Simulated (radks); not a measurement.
Results of a calculation; reference values are marked as such.
Dy3+, configuration [Xe] 4f7.5 6s0.5 6p1 (fractional occupations, a model configuration). Code: a radial shooting solver on a logarithmic mesh with Libxc functionals. Model: Dirac Kohn-Sham, BLYP, spin-unpolarised, spherical densities, point nucleus; open shells are shared between the two j in proportion to 2j + 1. Some entries of the table are withheld. Estimate them.

orbital,occ.,eigenvalue (Ry),<r^2> (bohr^2)
1s1/2,2,-3943.870,0.0006092
2s1/2,2,-659.5899,0.009460
2p1/2,2,-627.4522,0.006846
2p3/2,4,-568.6253,0.008073
3s1/2,2,-149.9199,0.06278
3p1/2,2,-135.9121,0.05829
3p3/2,4,-123.7009,0.06524
3d3/2,4,-99.63120,0.05173
3d5/2,6,-96.96620,0.05367
4s1/2,2,-32.71680,0.3149
4p1/2,2,-27.18367,0.3294
4p3/2,4,-24.42012,0.3668
4d3/2,4,-15.29812,(1)
4d5/2,6,-14.79222,(2)
5s1/2,2,-6.61530,(3)
5p1/2,2,-4.99485,2.076
5p3/2,4,-4.56439,2.329
4f5/2,3.21429,-3.84528,(4)
4f7/2,4.28571,-3.76847,(5)
6s1/2,0.5,-2.00912,9.019
6p1/2,0.333333,-1.59812,11.70
6p3/2,0.666667,-1.51985,12.76

Answer. 
(1) 4d3/2 <r^2> (bohr^2): 0.4132
(2) 4d5/2 <r^2> (bohr^2): 0.4275
(3) 5s1/2 <r^2> (bohr^2): 1.714
(4) 4f5/2 <r^2> (bohr^2): 0.6908
(5) 4f7/2 <r^2> (bohr^2): 0.7069
